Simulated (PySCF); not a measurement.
Working out the ionisation energy of As(2+)

As(2+) [Ar] 3d10 4s2 4p1 (2P) → As(3+) [Ar] 3d10 4s2 (1S). All numbers are calculated (PySCF 2.14, scalar relativity by spin-free X2C-1e, in jorge-DZP-DKH (8s6p2d1f, 43 functions)). Frozen: [Ar] 3d10. Energies in hartree (1 hartree = 27.21139 eV):

```
            part  As(2+) (lower)  As(3+) (upper)
             UHF    -2257.887609    -2256.886009
CCSD correlation       -0.037025       -0.040003
             (T)       -0.000144        0.000000
```

Task: What does Hartree-Fock give?

Result: (-2256.886009) − (-2257.887609) = 1.001600 hartree = 27.255 eV.

Task: What do CCSD and CCSD(T) give?

Result: The CCSD correlation energies differ by -0.002978 hartree = -0.081 eV and the triples by 0.000144 hartree = 0.004 eV, so CCSD gives 27.174 eV and CCSD(T) 27.178 eV.

Reference: 28.349 ± 0.012 eV (measured; NIST Atomic Spectra Database, ionization energies), between the lowest levels; spin-orbit coupling is absent from the calculation.

A double-zeta basis recovers only part of the correlation energy.

What remains against the reference includes basis incompleteness, the frozen core and higher excitations.
